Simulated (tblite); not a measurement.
C2H12N2OSi3.
SMILES with atom numbers: `[NH2:1][Si@:2]1([O:3][SiH3:4])[CH2:5][CH2:6][SiH2:7][NH:8]1` (hydrogens: H9, H10 on N1; H11, H12, H13 on Si4; H14, H15 on C5; H16, H17 on C6; H18, H19 on Si7; H20 on N8)

Computed with GFN2-xTB (tblite), gas phase: L-BFGS steps from a force-field or distance-geometry start until the largest atomic force falls under 0.01 eV/Å.

Step 22: E = -698.1428 eV
```
atom  x, y, z in Å  |  force x, y, z in eV/Å
N1      0.6757    2.0736   -0.5795    0.220   0.049   0.056
Si2     0.3067    0.5923    0.2136   -0.041  -0.127   0.098
O3      1.6225    0.1320    1.0692    0.063   0.055  -0.109
Si4     3.0379   -0.5577    0.6596    0.001   0.069   0.239
C5     -0.2054   -0.8223   -0.9086   -0.277  -0.234  -0.168
C6     -1.7242   -0.7377   -1.0788   -0.232  -0.075   0.059
Si7    -2.4786   -0.2754    0.6155    0.031   0.045   0.007
N8     -1.1411    0.6711    1.1752    0.031  -0.174   0.102
H9      0.6926    2.8891    0.0062    0.065   0.163   0.022
H10     0.3104    2.3089   -1.4827   -0.144  -0.077  -0.075
H11     3.7513   -0.4379    1.9306    0.004  -0.064  -0.079
H12     2.8660   -1.9369    0.1913   -0.095  -0.006   0.129
H13     3.6765    0.1539   -0.4415    0.024   0.150  -0.016
H14     0.3101   -0.8748   -1.8666   -0.056   0.119  -0.074
H15     0.0336   -1.7549   -0.3928    0.009   0.000   0.007
H16    -2.1436   -1.6658   -1.4764    0.092   0.024  -0.002
H17    -1.9657    0.0417   -1.8078    0.027  -0.037   0.080
H18    -3.6783    0.5721    0.5292    0.063   0.008  -0.063
H19    -2.7902   -1.3955    1.5301    0.108   0.044  -0.182
H20    -1.1615    1.0344    2.1112    0.107   0.066  -0.030
```

Step 23: E = -698.1616 eV
```
atom  x, y, z in Å  |  force x, y, z in eV/Å
N1      0.6768    2.0687   -0.5876    0.200   0.065   0.066
Si2     0.3034    0.5866    0.2043   -0.074  -0.099  -0.008
O3      1.6231    0.1254    1.0497    0.028   0.073  -0.024
Si4     3.0526   -0.5514    0.6792   -0.008   0.115   0.196
C5     -0.2241   -0.8180   -0.9271   -0.156  -0.164  -0.125
C6     -1.7401   -0.7415   -1.0809   -0.265  -0.022   0.132
Si7    -2.4806   -0.2805    0.6103    0.008   0.166   0.242
N8     -1.1356    0.6535    1.1801    0.104  -0.121   0.183
H9      0.7269    2.8833   -0.0009    0.057   0.114  -0.006
H10     0.3176    2.3161   -1.4911   -0.139  -0.095  -0.021
H11     3.7480   -0.4087    1.9592   -0.005  -0.072  -0.098
H12     2.8838   -1.9316    0.2224   -0.067  -0.056   0.114
H13     3.6893    0.1641   -0.4213    0.047   0.127  -0.009
H14     0.2747   -0.8537   -1.8915    0.015   0.091  -0.136
H15     0.0309   -1.7497   -0.4223    0.016  -0.076   0.015
H16    -2.1673   -1.6710   -1.4550    0.085  -0.070  -0.122
H17    -1.9920    0.0342   -1.8062   -0.001  -0.011  -0.001
H18    -3.6713    0.5792    0.5232    0.051   0.009  -0.057
H19    -2.8023   -1.3956    1.5268    0.107   0.037  -0.183
H20    -1.1191    1.0010    2.1258   -0.003  -0.011  -0.159
```

Q: Estimate the geometry and energy of step 24. (The exact step hangs on the optimiser's Hessian estimate; all steps are aligned on step 23, rigid shifts and turns removed.)

A: E = -698.1773 eV, largest force 0.440 eV/Å
```
atom  x, y, z in Å  |  force x, y, z in eV/Å
N1      0.6813    2.0672   -0.5909    0.130  -0.042   0.023
Si2     0.2996    0.5811    0.1985   -0.039  -0.027  -0.134
O3      1.6255    0.1232    1.0333   -0.039   0.094   0.058
Si4     3.0639   -0.5448    0.6959   -0.021   0.105   0.037
C5     -0.2414   -0.8175   -0.9403   -0.013  -0.057  -0.057
C6     -1.7555   -0.7457   -1.0810   -0.205   0.022   0.158
Si7    -2.4815   -0.2824    0.6079   -0.001   0.232   0.374
N8     -1.1292    0.6353    1.1882    0.164  -0.112   0.071
H9      0.7518    2.8819   -0.0074    0.048   0.110   0.005
H10     0.3186    2.3165   -1.4944   -0.116  -0.098   0.054
H11     3.7481   -0.3934    1.9769    0.017  -0.059  -0.041
H12     2.8896   -1.9273    0.2483   -0.031  -0.060   0.107
H13     3.6968    0.1761   -0.4065    0.055   0.082   0.027
H14     0.2470   -0.8359   -1.9095    0.044   0.048  -0.152
H15     0.0284   -1.7472   -0.4415    0.010  -0.120  -0.010
H16    -2.1830   -1.6767   -1.4415    0.044  -0.134  -0.199
H17    -2.0089    0.0293   -1.8031   -0.048   0.002  -0.068
H18    -3.6638    0.5841    0.5155    0.013   0.038  -0.044
H19    -2.8058   -1.3962    1.5175    0.080  -0.013  -0.131
H20    -1.0865    0.9828    2.1311   -0.092  -0.011  -0.078
```

The energy changes by -0.0157 eV. The first-order estimate −F·Δx gives -0.0221 eV and the mean of the old and new forces, exact on a quadratic surface, -0.0158 eV. The step makes an angle of 73° with the force vector and moves no atom by more than 0.038 Å.

What follows is the cost of the whole relaxation. Hardware: one thread of an Arm Neoverse N1 (shared host). Cost: 1.9 s of wall time.
